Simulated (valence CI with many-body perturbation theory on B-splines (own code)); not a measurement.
**Sb XXXIX: one-electron terms**

Calculated by configuration interaction combined with many-body perturbation theory (CI+MBPT): three valence electrons over a frozen Dirac-Fock core [Ne], radial functions for each j: 11 s, 11 p, 10 d, 8 f, 5 g, 2 h, with the one-electron correlation potential Σ1, the two-electron term Σ2, the three-electron term Σ3, Breit, model QED; selected CI, second order for the rest, scaled by the run's own slope (own B-spline code, finite nucleus).

The last digits are not significant, and no measured levels were compared; by estimate large intervals hold to a few tenths of a per cent, small ones and those within an open d or f shell to about a per cent.

These are the spectroscopic orbitals of the CI (the correlating ones are not listed), shaped by the core and the other valence electrons. h is the expectation value of the core's Dirac-Fock operator, without the valence repulsion; Σ1 is computed up to l = 3 at one energy for each symmetry, that of its lowest orbital but kept below the first core excitation, so for empty shells it is not the orbital's own correlation shift; Breit and QED include the response of the core.

| Orbital | h (hartree) | Σ1 (cm⁻¹) | Breit (cm⁻¹) | QED (cm⁻¹) | ⟨r⟩ (bohr) |
| --- | --- | --- | --- | --- | --- |
| 3s1/2 | -106.61 | -6532 | 12394 | 9439 | 0.2930 |
| 4s1/2 | -57.923 | -2190 | 4833 | 3786 | 0.5416 |
| 5s1/2 | -36.324 | -999 | 2312 | 1845 | 0.8697 |
| 6s1/2 | -24.89 | -545 | 1294 | 1039 | 1.274 |
| 7s1/2 | -18.114 | -331 | 797 | 642 | 1.755 |
| 8s1/2 | -13.771 | -217 | 526 | 424 | 2.312 |
| 3p1/2 | -103.21 | -8324 | 20656 | -168 | 0.2786 |
| 4p1/2 | -56.506 | -2731 | 8068 | -58.9 | 0.5329 |
| 5p1/2 | -35.613 | -1258 | 3945 | -27.5 | 0.8647 |
| 6p1/2 | -24.485 | -689 | 2225 | -15.1 | 1.273 |
| 7p1/2 | -17.861 | -420 | 1378 | -9.2 | 1.758 |
| 8p1/2 | -13.602 | -275 | 912 | -6.0 | 2.320 |
| 3p3/2 | -100.75 | -7718 | 12496 | 773 | 0.2863 |
| 4p3/2 | -55.507 | -2587 | 4824 | 313 | 0.5432 |
| 5p3/2 | -35.112 | -1202 | 2466 | 156 | 0.8776 |
| 6p3/2 | -24.199 | -662 | 1390 | 89.0 | 1.289 |
| 7p3/2 | -17.683 | -404 | 861 | 55.4 | 1.776 |
| 8p3/2 | -13.484 | -266 | 570 | 36.9 | 2.340 |
| 3d3/2 | -96.386 | -9322 | 9392 | -346 | 0.2481 |
| 4d3/2 | -53.85 | -2592 | 3386 | -120 | 0.5114 |
| 5d3/2 | -34.301 | -1153 | 1613 | -57.0 | 0.8511 |
| 6d3/2 | -23.74 | -625 | 900 | -31.7 | 1.267 |
| 7d3/2 | -17.398 | -379 | 554 | -19.5 | 1.760 |
| 3d5/2 | -95.829 | -8782 | 4434 | -15.9 | 0.2504 |
| 4d5/2 | -53.609 | -2435 | 1586 | 14.1 | 0.5143 |
| 5d5/2 | -34.177 | -1084 | 769 | 10.7 | 0.8546 |
| 6d5/2 | -23.668 | -588 | 430 | 7.1 | 1.272 |
| 7d5/2 | -17.353 | -357 | 265 | 4.8 | 1.765 |
| 4f5/2 | -52.728 | -2240 | 315 | -45.2 | 0.4510 |
| 5f5/2 | -33.739 | -1089 | 216 | -24.9 | 0.7947 |
| 6f5/2 | -23.42 | -614 | 137 | -14.8 | 1.215 |
| 7f5/2 | -17.198 | -380 | 91.3 | -9.5 | 1.712 |
| 4f7/2 | -52.628 | -2183 | 72.2 | 12.8 | 0.4523 |
| 5f7/2 | -33.688 | -1059 | 49.4 | 4.8 | 0.7963 |
| 6f7/2 | -23.39 | -596 | 30.5 | 2.3 | 1.217 |
| 7f7/2 | -17.18 | -369 | 20.3 | 1.3 | 1.714 |
| 5g7/2 | -33.612 |  | 6.9 | -9.7 | 0.7009 |
| 6g7/2 | -23.345 |  | 6.8 | -5.8 | 1.122 |
| 7g7/2 | -17.15 |  | 5.4 | -3.7 | 1.621 |
| 5g9/2 | -33.582 |  | 0.8 | 7.1 | 0.7019 |
| 6g9/2 | -23.327 |  | 0.8 | 4.0 | 1.123 |
| 7g9/2 | -17.139 |  | 0.6 | 2.4 | 1.622 |
| 6h9/2 | -23.318 |  |  |  | 0.9979 |
| 6h11/2 | -23.307 |  |  |  | 0.9986 |

Among the shells of the start configuration 3s2 3p1, Σ1 is largest in size for 3p1/2, where it is 0.037 % of h.

Lowest root of each symmetry, sizes in configuration state functions:

```csv
J,Parity,Roots,Reference,Variational,Second order,Change by selected CI (cm⁻¹),Change by second order (cm⁻¹)
1/2,even,16,93,11114,11027,-3059,0
3/2,even,24,147,18666,23392,-1759,0
5/2,even,22,153,21139,22410,-2661,-1
7/2,even,12,113,16568,35075,-4127,-1
9/2,even,8,71,14932,25761,-4733,-2
11/2,even,2,28,8375,19769,-10772,-4
1/2,odd,17,90,11367,11641,-3508,0
3/2,odd,25,146,17452,21626,-3373,0
5/2,odd,20,147,17457,30170,-3011,-1
7/2,odd,14,115,18639,29931,-3335,-1
9/2,odd,7,65,13185,19778,-2289,-2
11/2,odd,3,30,10864,17367,-4290,-1
```
